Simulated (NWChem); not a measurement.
System: AgF; SMILES [Ag][F]

Here is an NWChem input.

```
start job
memory heap 200 mb stack 900 mb global 1100 mb
geometry units angstroms noautoz
  Ag     0.000000     0.000000    -0.324159
  F      0.000000     0.000000     1.661694
end
basis spherical
  Ag library def2-svp
  F library def2-svp
end
ecp
  Ag library def2-ecp
end
dft
  xc xcamb88 1.00 lyp 1.0 hfexch 1.00
  cam 0.33 cam_alpha 0.0 cam_beta 1.0
  iterations 150
  mulliken
end
task dft energy
```

NWChem printed, in part:

```
             Northwest Computational Chemistry Package (NWChem) 7.3.0
             --------------------------------------------------------

 ORDER OF PRIMARY AXIS IS BEING SET TO 4
 C4V symmetry detected

                             Geometry "geometry" -> ""
                             -------------------------

 Output coordinates in angstroms (scale by  1.889725989 to convert to a.u.)

  No.       Tag          Charge          X              Y              Z
 ---- ---------------- ---------- -------------- -------------- --------------
    1 Ag                  47.0000     0.00000000     0.00000000    -0.31915495
    2 F                    9.0000     0.00000000     0.00000000     1.66669805

 Effective nuclear repulsion energy (a.u.)     112.7183010660

      Symmetry information
      --------------------

 Group name             C4v
 Group number             18
 Group order               8
 No. of unique centers     2

                                 NWChem DFT Module
                                 -----------------

 Summary of "ao basis" -> "ao basis" (spherical)
 ------------------------------------------------------------------------------
       Tag                 Description            Shells   Functions and Types
 ---------------- ------------------------------  ------  ---------------------
 Ag                         def2-svp                11       31   5s3p2d1f
 F                          def2-svp                 6       14   3s2p1d

      Symmetry analysis of basis
      --------------------------

        a1         17
        a2          0
        b1          4
        b2          4
        e          20

            General Information
            -------------------
          SCF calculation type: DFT
          Wavefunction type:  closed shell.
          No. of atoms     :     2
          No. of electrons :    28
           Alpha electrons :    14
            Beta electrons :    14
          Charge           :     0
          Spin multiplicity:     1
          Use of symmetry is: on ; symmetry adaption is: on
          Maximum number of iterations: 150
          AO basis - number of functions:    45
                     number of shells:    17
          Convergence on energy requested:  1.00D-06
          Convergence on density requested:  1.00D-05
          Convergence on gradient requested:  5.00D-04

              XC Information
              --------------
                     Hartree-Fock (Exact) Exchange  1.000
                   CAM-Becke88 Exchange Functional  1.000
              Lee-Yang-Parr Correlation Functional  1.000

           Range-Separation Parameters
           ---------------------------
           Alpha           :  0.00
           Beta            :  1.00
           Gamma           :  0.33
           Short-Range HF  :     F

             Grid Information
             ----------------
          Grid used for XC integration:  medium
          Radial quadrature: Mura-Knowles
          Angular quadrature: Lebedev.
          Tag              B.-S. Rad. Rad. Pts. Rad. Cut. Ang. Pts.
          ---              ---------- --------- --------- ---------
          Ag                  1.60      123           8.0       590
          F                   0.50       49           7.0       434
          Grid pruning is: on
          Number of quadrature shells:   172
          Spatial weights used:  Erf1

      Superposition of Atomic Density Guess
      -------------------------------------

 Sum of atomic energies:        -266.94905136

      Non-variational initial energy
      ------------------------------

 Total energy =    -244.810186
 1-e energy   =    -488.518008
 2-e energy   =     198.140850
 HOMO         =      -0.524939
 LUMO         =      -0.214787

      Symmetry analysis of molecular orbitals - initial
      -------------------------------------------------

 !! scf_movecs_sym_adapt:    8 vectors were symmetry contaminated

  Symmetry fudging

 !! scf_movecs_sym_adapt:    8 vectors were symmetry contaminated

  Numbering of irreducible representations:

     1 a1          2 a2          3 b1          4 b2          5 e

  Orbital symmetries:

     1 a1          2 a1          3 a1          4 e           5 e
     6 a1          7 a1          8 e           9 e          10 b2
    11 b1         12 e          13 e          14 a1         15 a1
    16 e          17 e          18 a1         19 a1         20 e
    21 e          22 a1         23 b2         24 b1

     ---------------------------------------------
      Total Density - Mulliken Population Analysis
     ---------------------------------------------

    Atom       Charge   Shell Charges
 -----------   ------   -------------------------------------------------------
    1 Ag  19    18.22  -0.47  1.64  0.83  0.17  0.01  5.98  0.06  0.02  9.40  0.59  0.00
    2 F    9     9.78   1.99  1.15  0.82  3.57  2.25  0.00

   convergence    iter        energy       DeltaE   RMS-Dens  Diis-err
 ---------------- ----- ----------------- --------- --------- ---------
 d= 0,ls=0.0,diis     1   -246.2056867972 -2.92D+02  3.29D-02  9.83D-01
 d= 0,ls=0.0,diis     2   -246.1273077958  7.84D-02  1.65D-02  2.50D+00
 d= 0,ls=0.0,diis     3   -246.3374889013 -2.10D-01  4.21D-03  5.25D-02
 d= 0,ls=0.0,diis     4   -246.3422901075 -4.80D-03  1.08D-03  5.95D-03
 d= 0,ls=0.0,diis     5   -246.3429036857 -6.14D-04  3.54D-04  1.79D-04
  Resetting Diis
 d= 0,ls=0.0,diis     6   -246.3429380451 -3.44D-05  1.30D-04  8.40D-06
 d= 0,ls=0.0,diis     7   -246.3429418776 -3.83D-06  5.06D-05  1.53D-06
 d= 0,ls=0.0,diis     8   -246.3429424579 -5.80D-07  1.68D-05  1.34D-06
 d= 0,ls=0.0,diis     9   -246.3429426434 -1.85D-07  2.68D-05  2.19D-07
 d= 0,ls=0.0,diis    10   -246.3429427846 -1.41D-07  1.63D-05  6.56D-08
 d= 0,ls=0.0,diis    11   -246.3429428176 -3.30D-08  3.26D-06  2.37D-09

         Total DFT energy =     -246.342942817592
      One electron energy =     -492.010716129525
           Coulomb energy =      224.338637926563
    Exchange-Corr. energy =      -24.237837386002
 Nuclear repulsion energy =       45.566972771373

 Numeric. integr. density =       27.999986327360

                  Occupations of the irreducible representations
                  ----------------------------------------------

                     irrep           alpha         beta
                     --------     --------     --------
                     a1                6.0          6.0
                     a2                0.0          0.0
                     b1                1.0          1.0
                     b2                1.0          1.0
                     e                 6.0          6.0

                       DFT Final Molecular Orbital Analysis
                       ------------------------------------

 Vector   12  Occ=2.000000D+00  E=-3.721930D-01  Symmetry=a1
              MO Center=  2.5D-15, -3.7D-15,  7.1D-01, r^2= 1.8D+00
   Bfn.  Coefficient  Atom+Function         Bfn.  Coefficient  Atom+Function
  ----- ------------  ---------------      ----- ------------  ---------------
    17      0.529712  1 Ag d  0              37     -0.469458  2 F  pz
     4     -0.433323  1 Ag s                 40      0.338160  2 F  pz
     2      0.230830  1 Ag s                 22      0.127754  1 Ag d  0
     1     -0.107270  1 Ag s                  8      0.105330  1 Ag pz
    11     -0.105781  1 Ag pz                 3      0.087225  1 Ag s

 Vector   13  Occ=2.000000D+00  E=-3.675066D-01  Symmetry=e
              MO Center=  1.2D-15,  3.6D-16,  1.3D+00, r^2= 1.2D+00
   Bfn.  Coefficient  Atom+Function         Bfn.  Coefficient  Atom+Function
  ----- ------------  ---------------      ----- ------------  ---------------
    35      0.477671  2 F  px                36      0.375913  2 F  py
    38     -0.343910  2 F  px                18     -0.308445  1 Ag d  1
    39     -0.270648  2 F  py                16      0.242738  1 Ag d -1
    12     -0.078299  1 Ag px                13     -0.061619  1 Ag py
     9     -0.057450  1 Ag px                 6      0.048515  1 Ag px

 Vector   14  Occ=2.000000D+00  E=-3.675066D-01  Symmetry=e
              MO Center=  2.8D-14, -2.1D-14,  1.3D+00, r^2= 1.2D+00
   Bfn.  Coefficient  Atom+Function         Bfn.  Coefficient  Atom+Function
  ----- ------------  ---------------      ----- ------------  ---------------
    36      0.477671  2 F  py                35     -0.375913  2 F  px
    39     -0.343910  2 F  py                16      0.308445  1 Ag d -1
    38      0.270648  2 F  px                18      0.242738  1 Ag d  1
    13     -0.078299  1 Ag py                12      0.061619  1 Ag px
    10     -0.057450  1 Ag py                 7      0.048515  1 Ag py

 Vector   15  Occ=0.000000D+00  E=-5.449570D-02  Symmetry=a1
              MO Center= -2.4D-16, -3.4D-16, -1.1D+00, r^2= 4.1D+00
   Bfn.  Coefficient  Atom+Function         Bfn.  Coefficient  Atom+Function
  ----- ------------  ---------------      ----- ------------  ---------------
     5      0.627934  1 Ag s                  4      0.345110  1 Ag s
    14     -0.304086  1 Ag pz                 2     -0.286320  1 Ag s
    37     -0.198029  2 F  pz                11     -0.169259  1 Ag pz
    40      0.162925  2 F  pz                17      0.156448  1 Ag d  0
     8      0.149826  1 Ag pz                 1      0.133698  1 Ag s

 Vector   16  Occ=0.000000D+00  E= 4.960467D-02  Symmetry=e
              MO Center= -7.3D-16,  6.7D-18, -3.5D-01, r^2= 7.9D+00
   Bfn.  Coefficient  Atom+Function         Bfn.  Coefficient  Atom+Function
  ----- ------------  ---------------      ----- ------------  ---------------
    12      0.816151  1 Ag px                13     -0.468803  1 Ag py
     6     -0.140591  1 Ag px                35      0.117654  2 F  px
     9      0.110111  1 Ag px                38     -0.108532  2 F  px
     7      0.080757  1 Ag py                18     -0.072508  1 Ag d  1
    36     -0.067581  2 F  py                10     -0.063248  1 Ag py

 Vector   17  Occ=0.000000D+00  E= 4.960467D-02  Symmetry=e
              MO Center=  1.1D-16, -2.6D-16, -3.5D-01, r^2= 7.9D+00
   Bfn.  Coefficient  Atom+Function         Bfn.  Coefficient  Atom+Function
  ----- ------------  ---------------      ----- ------------  ---------------
    13      0.816151  1 Ag py                12      0.468803  1 Ag px
     7     -0.140591  1 Ag py                36      0.117654  2 F  py
    10      0.110111  1 Ag py                39     -0.108532  2 F  py
     6     -0.080757  1 Ag px                16      0.072508  1 Ag d -1
    35      0.067581  2 F  px                 9      0.063248  1 Ag px

     ---------------------------------------------
      Total Density - Mulliken Population Analysis
     ---------------------------------------------

    Atom       Charge   Shell Charges
 -----------   ------   -------------------------------------------------------
    1 Ag  19    18.58  -0.49  1.70  0.79  0.40 -0.00  5.96  0.16  0.11  8.90  1.05  0.00
    2 F    9     9.42   1.99  1.10  0.85  3.30  2.17  0.00

     -------------------------------------------
      Total Density - Lowdin Population Analysis
     -------------------------------------------

    Atom       Charge   Shell Charges
 -----------   ------   -------------------------------------------------------
    1 Ag  19    18.70   0.00  0.93  1.00  0.36  0.11  5.59  0.54  0.15  8.59  1.43  0.00
    2 F    9     9.30   1.98  1.02  0.82  3.20  2.28  0.00

     Multipole analysis of the density
     ---------------------------------

     L   x y z        total         alpha         beta         nuclear
     -   - - -        -----         -----         ----         -------
     0   0 0 0     -0.000000    -14.000000    -14.000000     28.000000

     1   1 0 0     -0.000000     -0.000000     -0.000000      0.000000
     1   0 1 0      0.000000      0.000000      0.000000      0.000000
     1   0 0 1     -2.060778     -9.474004     -9.474004     16.887231

     2   2 0 0    -17.216539     -8.608269     -8.608269      0.000000
     2   1 1 0      0.000000      0.000000      0.000000      0.000000
     2   1 0 1      0.000000      0.000000      0.000000      0.000000
     2   0 2 0    -17.216539     -8.608269     -8.608269      0.000000
     2   0 1 1     -0.000000     -0.000000     -0.000000      0.000000
     2   0 0 2    -20.383142    -58.287164    -58.287164     96.191186
```

Level: LC-BLYP (range parameter 0.33 per bohr)/def2-SVP with def2 effective core potentials on Ag. Structure relaxed at the PBE0-D3(BJ)/def2-TZVP level. def2 effective core potentials on Ag; no spin-orbit coupling.
